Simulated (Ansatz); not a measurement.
Two members of one family (Diphenyliodonium salts), computed with Ansatz in the gas phase; def2 core potentials for I, no spin–orbit coupling. Binding counts from free atoms in the multiplicity of their measured ground term, without zero-point energy. The structures are stationary points that may keep the symmetry of their start. Remarks come from the PBE and PBE0 runs and from stability tests at other levels; not every state was tested.

First: diphenyliodonium hydroxide (singlet, charge 0, PBE-D4/def2-SVP geometry).

```tsv
atom	x (Å)	y (Å)	z (Å)
O1	-0.6087	-0.3547	-1.4752
H2	-0.8394	-1.2942	-1.3074
C3	4.3493	-2.2192	-1.1266
C4	4.0958	-1.9165	0.2212
C5	2.9017	-1.2675	0.5801
C6	1.9760	-0.9280	-0.4142
I7	0.2249	0.2297	0.4074
C8	-1.8388	1.0953	0.6593
C9	-2.0299	1.5908	1.9540
C10	-3.2498	2.2097	2.2840
C11	-4.2595	2.3219	1.3148
C12	-4.0507	1.8195	0.0203
C13	-2.8335	1.2004	-0.3185
C14	2.2128	-1.2242	-1.7618
C15	3.4110	-1.8722	-2.1123
H16	5.2818	-2.7295	-1.4092
H17	4.8265	-2.1916	0.9982
H18	2.7025	-1.0323	1.6418
H19	-1.2360	1.5007	2.7180
H20	-3.4082	2.5997	3.3009
H21	-5.2148	2.8045	1.5724
H22	-4.8434	1.9104	-0.7399
H23	-2.6443	0.7994	-1.3224
H24	1.4633	-0.9454	-2.5148
H25	3.6114	-2.1065	-3.1701
```

```
              level  HOMO (eV)  LUMO (eV)  gap (eV)  binding per atom (eV)
    PBE-D4/def2-SVP      -5.40      -2.99      2.41                   4.97
   PBE-D4/def2-TZVP      -5.49      -3.11      2.38                   4.92
r2SCAN-D4/def2-TZVP      -5.66      -3.04      2.62                   4.75
   PBE0-D4/def2-SVP      -6.43      -2.24      4.19                   4.84
  PBE0-D4/def2-TZVP      -6.47      -2.33      4.14                   4.78
```

Second: diphenyliodonium dicyanamide (singlet, charge 0, PBE-D4/def2-SVP geometry).

```csv
atom,x (Å),y (Å),z (Å)
N1,-0.198,-2.349,-0.228
C2,-0.978,-1.447,-0.227
N3,-1.881,-0.505,-0.237
C4,-1.682,0.772,-0.098
N5,-1.558,1.954,0.021
C6,-0.709,-0.548,4.129
C7,0.086,-1.493,3.461
C8,0.819,-1.129,2.320
C9,0.715,0.203,1.903
I10,1.970,0.847,0.274
C11,1.080,0.510,-1.659
C12,1.305,-0.727,-2.273
C13,0.825,-0.883,-3.582
C14,0.146,0.167,-4.221
C15,-0.075,1.384,-3.557
C16,0.391,1.576,-2.245
C17,-0.079,1.173,2.523
C18,-0.795,0.773,3.663
H19,-1.285,-0.851,5.016
H20,0.126,-2.536,3.808
H21,1.389,-1.874,1.753
H22,1.778,-1.564,-1.741
H23,0.969,-1.849,-4.091
H24,-0.232,0.027,-5.245
H25,-0.637,2.195,-4.046
H26,0.153,2.491,-1.686
H27,-0.201,2.179,2.099
H28,-1.443,1.504,4.168
```

Estimate the same table for the second.


```tsv
level	HOMO (eV)	LUMO (eV)	gap (eV)	binding per atom (eV)
PBE-D4/def2-SVP	-4.37	-3.41	0.95	5.26
PBE-D4/def2-TZVP	-4.65	-3.49	1.16	5.19
r2SCAN-D4/def2-TZVP	-4.84	-3.38	1.46	4.97
PBE0-D4/def2-SVP	-5.44	-2.65	2.79	5.09
PBE0-D4/def2-TZVP	-5.70	-2.67	3.03	5.03
```

Remarks: restricted SCF unstable in HF.
